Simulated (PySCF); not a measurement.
Compound: tetrahydrothiopyran-4-one, C₅H₈OS.
Geometry (GFN2-xTB, Å), atoms numbered from 1 in this order:
```xyz
15
C5H8OS angstrom
O      0.2562    1.5524    1.7850
C      0.1149    1.0281    0.7107
C     -1.2451    0.6954    0.1351
C     -1.3976   -0.8114   -0.0607
S     -0.1922   -1.4422   -1.2648
C      1.2936   -0.8969   -0.3721
C      1.2834    0.6152   -0.1586
H     -2.0173    1.0557    0.8183
H     -1.3597    1.1956   -0.8288
H     -2.3808   -1.0524   -0.4616
H     -1.2537   -1.3450    0.8800
H      2.1432   -1.1957   -0.9846
H      1.3337   -1.4264    0.5810
H      2.2127    0.9222    0.3260
H      1.2043    1.1134   -1.1269
```

Method used: PBE0/def2-SVPD in PySCF (dipole) on a GFN2-xTB geometry, gas phase.

Masses are those of the commonest isotopes; rigid-rotor values at the optimised geometry. The values belong to one conformer with, in the numbering `[O:1]=[C:2]1[CH2:3][CH2:4][S:5][CH2:6][CH2:7]1`, O1–C2–C3–C4 -118°, C2–C3–C4–S5 -63°, C3–C4–S5–C6 59°, C4–S5–C6–C7 -59°.

(1) Give the principal moments of inertia and the rotational constants in GHz.

(2) What kind of rotor is it?

(3) Is it planar, by Δ = Ic − Ia − Ib?

(4) Give the other two planar moments, Paa and Pbb, and the rms extents of the mass along the axes.

(5) List the rotational levels J(Ka,Kc) to J = 2 (cm⁻¹).

(6) Which types of transition are allowed, and where do some lines up to J = 2 fall?

(7) Estimate the classical rotational partition function at 25 K, 50 K and 100 K.

Results:

(1) Ia = 128.67, Ib = 270.55, Ic = 360.65 u·Å²; 505379 MHz·u·Å²/I gives 3928, 1868 and 1401 MHz, that is A = 3.9277, B = 1.8680, C = 1.4013 GHz.

(2) An asymmetric top: κ = (2 × 1868 − 3928 − 1401)/(3928 − 1401) = -0.63.

(3) Not planar: Δ = Ic − Ia − Ib = -38.57 u·Å². For a rigid frame Δ = −2 Σ m c², so Σ m c² = 19.28 u·Å² lies off the ab plane: 8.88 from hydrogen and 10.40 from heavier atoms. The atom farthest from that plane is 1.51 Å away.

(4) Paa = Σ m a² = (Ib + Ic − Ia)/2 = 251.26 and Pbb = Σ m b² = (Ia + Ic − Ib)/2 = 109.39 u·Å². With the mass M = 116.03 u, the rms extents √(P/M) along a, b and c are 1.47, 0.97, 0.41 Å.

(5) Above 0(0,0):
J = 1: 1(0,1) 0.1091, 1(1,1) 0.1778, 1(1,0) 0.1933
J = 2: 2(0,2) 0.3248, 2(1,2) 0.3803, 2(1,1) 0.4270, 2(2,1) 0.6331, 2(2,0) 0.6355
Those of J = 1 are B + C, A + C and A + B.

(6) The dipole components are |μa| = 1.34 D, |μb| = 0.00 D, |μc| = 0.59 D; the mirror of this Cs structure is the ac plane, so μb vanishes by symmetry and there are no b-type lines. Intensities carry the squares of the components, which stand as 1.00 : 0.19 (a : c). Some lines, for components of 0.1 D or more:

| type | branch | J(Ka,Kc) | MHz | lower level (cm⁻¹) |
| --- | --- | --- | --- | --- |
| a | Q | 1(1,0) ← 1(1,1) | 467 | 0.178 |
| a | Q | 2(1,1) ← 2(1,2) | 1400 | 0.380 |
| c | Q | 2(1,2) ← 2(0,2) | 1664 | 0.325 |
| c | Q | 1(1,1) ← 1(0,1) | 2060 | 0.109 |
| a | R | 1(0,1) ← 0(0,0) | 3269 | 0.000 |
| c | R | 1(1,0) ← 0(0,0) | 5796 | 0.000 |
| a | R | 2(1,2) ← 1(1,1) | 6072 | 0.178 |
| c | Q | 2(2,1) ← 2(1,1) | 6179 | 0.427 |
| a | R | 2(0,2) ← 1(0,1) | 6468 | 0.109 |
| a | R | 2(1,1) ← 1(1,0) | 7005 | 0.193 |
| c | R | 2(1,1) ← 1(0,1) | 9532 | 0.109 |
| c | R | 2(2,0) ← 1(1,0) | 13255 | 0.193 |
| c | R | 2(2,1) ← 1(1,1) | 13651 | 0.178 |

(7) Point group Cs, symmetry number σ = 1; q = (√π/σ)·√((kT/h)³/(ABC)), k/h = 20836.6 MHz/K: 6570 at 25 K, 18600 at 50 K, 52600 at 100 K.

Not checked by GFN2-xTB frequencies. Constants of a rigid frame at the computed geometry: no zero-point averaging, no centrifugal distortion.

Hardware: x86-64 server, one thread, no GPU, shared host. Cost: 34 s. This is the PBE0/def2-SVPD job that gave the dipole, with the excitations it also computed.
